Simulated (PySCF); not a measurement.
C₅H₇F, SMILES C=CC1(F)CC1.

Coordinates come from a PBE0-D3(BJ)/def2-SVP optimisation. The values are those of a single conformer.

Calculation: TDDFT-PBE/def2-SVPD run with PySCF.

Vertical excitations. Gas-phase values at a fixed geometry. State labels are in the subgroup Cs.

Computed lowest excited states:
| state | symmetry | energy (eV) | λ (nm) | f | main pairs |
|---|---|---|---|---|---|
| S1 | A" | 6.11 | 203 | 0.023 | HOMO→LUMO+1 100 % |
| S2 | A' | 6.13 | 202 | 0.309 | HOMO→LUMO 77 %, HOMO−2→LUMO 21 % |
| S3 | A" | 6.67 | 186 | 0.001 | HOMO→LUMO+2 98 % |
| S4 | A" | 6.71 | 185 | 0.000 | HOMO−1→LUMO 97 % |
| S5 | A' | 6.96 | 178 | 0.001 | HOMO→LUMO+3 96 % |
| S6 | A" | 6.99 | 177 | 0.014 | HOMO→LUMO+4 100 % |
| S7 | A" | 7.55 | 164 | 0.000 | HOMO→LUMO+5 97 % |
| S8 | A' | 7.60 | 163 | 0.005 | HOMO−1→LUMO+1 97 % |
| S9 | A' | 7.70 | 161 | 0.211 | HOMO−2→LUMO 62 %, HOMO→LUMO 17 % |
| S10 | A" | 7.73 | 160 | 0.000 | HOMO−2→LUMO+1 97 % |
| T1 | A' | 4.28 | 290 | 0 | HOMO→LUMO 94 % |
| T2 | A" | 6.01 | 206 | 0 | HOMO→LUMO+1 99 % |
| T3 | A' | 6.32 | 196 | 0 | HOMO−2→LUMO 93 % |
| T4 | A" | 6.43 | 193 | 0 | HOMO−1→LUMO 99 % |
Triplets are in the Tamm–Dancoff approximation, which puts them higher than full response would, so one can lie above its singlet here.
